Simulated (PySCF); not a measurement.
C₆ coefficients of unlike pairs at PBE

Calculated with PySCF 2.14 from the dipole response of each species, C₆(A,B) = (3/π) ∫ α_A(iu) α_B(iu) du, in atomic units, from isotropic polarisabilities. For ions this is the dispersion term alone; charge-induced terms of lower order in 1/R come first.

```tsv
species	configuration	basis	relativity	α (bohr³)	C₆ (like pair)
F⁺	[He] 2s2 2p4 (3P)	x2c-QZVPPall with one added diffuse shell each of s, p, d, f type (8s5p4d3f1g)	spin-free X2C	1.883	3.523
Ca	[Ar] 4s2 (1S)	aug-cc-pVQZ-X2C (8s7p5d3f2g)	spin-free X2C	157.4	2166
W	[Xe] 4f14 5d4 6s2 (5D)	aug-cc-pwCVDZ-PP with ECP60MDF (6s6p5d3f)	core potential	70.55	842.8
Os³⁺	[Xe] 4f14 5d5 (6S)	aug-cc-pVTZ-PP with one added diffuse shell each of s, p, d, f, g type with ECP60MDF (7s7p6d4f3g)	core potential	7.140	38.63
```

(1) Estimate C₆ for Os³⁺ with W.

No spin-orbit coupling is included.

The other pairs:

| pair | C₆ |
| --- | --- |
| Ca, F⁺ | 50.85 |
| W, Ca | 1273 |
| Os³⁺, Ca | 184.8 |
| W, F⁺ | 42.49 |
| Os³⁺, F⁺ | 11.60 |

Answers

(1) The integral gives 150.0. The combination rule 2 C_A C_B / (C_A α_B/α_A + C_B α_A/α_B) gives 139.4 and the geometric mean 180.5.
